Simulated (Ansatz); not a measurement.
Ansatz (an electronic-structure program) job for WOBr₄, SMILES [W]([Br])(=[O])([Br])([Br])[Br], multiplicity 1, PBE/def2-SVPD. The structure is a stationary point at PBE0-D3(BJ)/def2-SVP. The multiplicity is an assumed one; other spin states were not compared. The def2 effective core potentials stand for the cores of W; spin–orbit coupling is left out.

Ansatz 0.2 input:
```yaml
crystal:
  periodic: [false, false, false]
  atoms:
    - {symbol: W, position_ang: [0.00000000, 0.00000001, 0.38206684]}
    - {symbol: O, position_ang: [0.00000000, 0.00000002, 2.07820380]}
    - {symbol: Br, position_ang: [-0.00000001, -0.00000002, -2.17127800]}
    - {symbol: Br, position_ang: [2.08532482, -1.20396285, 0.29615385]}
    - {symbol: Br, position_ang: [-2.08532483, -1.20396285, 0.29615386]}
    - {symbol: Br, position_ang: [0.00000000, 2.40792570, 0.29615383]}
basis:
  gaussian:
    orbitals: def2-SVPD
hamiltonian:
  xc: {name: PBE}
```

Output:

```
WARN ansatz: RAYON_NUM_THREADS=2 ignored (pool sized by the plan → 2); use --threads N
Functional definition: PBE
integrals: 0.33 GiB planned
2257 factors; their error is unknown
mean field: 1.42 GiB planned
mean field evaluation 1: about -283975.0490 eV, gradient 7.7e1 eV
mean field evaluation 2: about -283729.0541 eV, gradient 2.6e2 eV
mean field evaluation 4: about -283937.5416 eV, gradient 1.5e2 eV
mean field evaluation 8: about -283986.4575 eV, gradient 9.4e-1 eV
mean field evaluation 16: about -283986.3540 eV, gradient 1.1e-3 eV
mean field -283986.35402107 eV, -10436.3060174098 hartree, gradient 3.2e-5 eV, S^2 0.000000; 0 other end points of the search recorded, 0 dependent functions left out
reference -283986.35408624 eV, -10436.3060198048 hartree; 81, 81 occupied and 141, 141 virtual orbitals, 2257 factors
Total energy: -283986.35408624 eV, -10436.3060198048 hartree
```

The calculation finished and met its thresholds.

Cost: about 7 core-seconds (a rough figure).
